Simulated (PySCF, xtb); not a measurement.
C₂H₆N, SMILES N[CH]C, multiplicity 2. Other conformers were not sampled.

Harmonic wavenumbers (cm⁻¹) from GFN2-xTB (xtb) at its own minimum, in rising order: 127, 290, 385, 551, 788, 964, 979, 1030, 1180, 1252, 1370, 1408, 1477, 1490, 1510, 2852, 2987, 3023, 3089, 3389, 3448.

Q: What does r2SCAN-D4/def2-TZVP (PySCF) give at its own minimum? (Estimate from the structure and the level; the computed values follow.)

A: 190, 333, 394, 579, 719, 933, 994, 1021, 1200, 1278, 1387, 1439, 1463, 1486, 1642, 2930, 3015, 3109, 3167, 3500, 3608. Paired by order, the mean absolute difference is 50 cm⁻¹ and the zero-point energies are 48.0 and 49.2 kcal/mol.
